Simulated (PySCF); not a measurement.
Species: C4H9N2PSi2.
Cartesian coordinates in Å at the GFN2-xTB level; atoms count from 1:
```
atom  x, y, z in Å
C1     2.6547    2.2261    1.0904
C2     1.6876    1.1916    0.8077
C3     0.8840    0.3245    0.5664
Si4   -0.3996   -0.9674    0.1959
N5     0.1431   -2.6062    0.3377
P6    -1.9466   -0.7535    1.8275
Si7   -1.1042   -0.7264   -2.0161
C8    -1.8916    0.9603   -2.1653
N9    -2.3722    2.0003   -2.2110
H10    2.2486    3.1958    0.8042
H11    3.5711    2.0452    0.5289
H12    2.8865    2.2395    2.1551
H13    0.9252   -2.9173   -0.2152
H14    0.1878   -3.0237    1.2541
H15   -2.9632   -1.3511    1.1020
H16   -2.3304    0.5124    1.4250
H17   -2.1619   -1.6324   -2.4843
H18   -0.0278   -0.7111   -3.0144
```

Computed at PBE0/pcSseg-1 (PySCF, non-relativistic), with Q(14N) = 0.02044 b: N5, 14N (I = 1): χzz = -4.533 MHz, η = 0.245; N9, 14N (I = 1): χzz = -5.449 MHz, η = 0.015.

(1) Where would the pure quadrupole (NQR) lines of 14N at N5 fall for the rigid, isolated species?

(2) Find the zero-field quadrupole resonance frequencies of 14N at N9.

Answers

(1) From ν± = (3/4)|χ|(1 ± η/3) and ν0 = |χ|η/2: ν+ 3.677 MHz, ν− 3.122 MHz, ν0 0.554 MHz (silicon-bound nitrogen).

(2) From ν± = (3/4)|χ|(1 ± η/3) and ν0 = |χ|η/2: ν+ 4.107 MHz, ν− 4.067 MHz, ν0 0.040 MHz (cyano nitrogen).

In a crystal, neighbours and librations shift these lines. GFN2-xTB frequencies show an imaginary mode (25i cm⁻¹), so this geometry is no minimum at that level. GFN2-xTB bond lengths can be off by several hundredths of an ångström, more for odd bonds, and the gradients follow them. These gradients aren't converged with respect to the basis.

One conformer stands for the species.
